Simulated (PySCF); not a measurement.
## Substituent effects on chemical shifts

Parent skeleton `[F:1][B:2]([F:3])[SiH3:4]`; one hydrogen on atom 4 is replaced by X. Hydrogens on one atom are averaged.

Gas phase, non-relativistic, single conformer, one averaged value for each set of equivalent atoms. PBE0-D3(BJ)/def2-SVP structure; NMR shieldings at PBE0/pcSseg-1/GIAO; PySCF.

Shifts are taken against calculated references (same method and geometry level): CFCl3 for ¹⁹F; ¹¹B vs BF3·OEt2; ²⁹Si, ¹H against TMS.

Parent (X = H): F1/F3 -9.3, B2 31.1, Si4 -115.4, H(Si4) 3.45 ppm. Effects are Δδ = δ(X) − δ(H), positive for deshielding.

Q: Order these by the shift of Si4, most shielded first.
A. X = C(S)CH3
B. X = CH2OCH3
C. X = CHF2
D. X = propynyl
E. X = BCl2
F. X = CF=CF2

A: D (+10.1 ppm), E (+13.6 ppm), F (+27.1 ppm), C (+37.2 ppm), B (+40.8 ppm), A (+46.3 ppm).

Q: Order these by the shift of H(Si4), most shielded first.
A. X = CHF2
B. X = C(S)CH3
C. X = BCl2
D. X = CF=CF2
E. X = propynyl

A: C (+0.17 ppm), A (+0.44 ppm), E (+0.62 ppm), D (+0.81 ppm), B (+1.12 ppm).

Unscaled 19F shifts against computed CFCl3 carry errors that often reach 10 to 50 ppm.
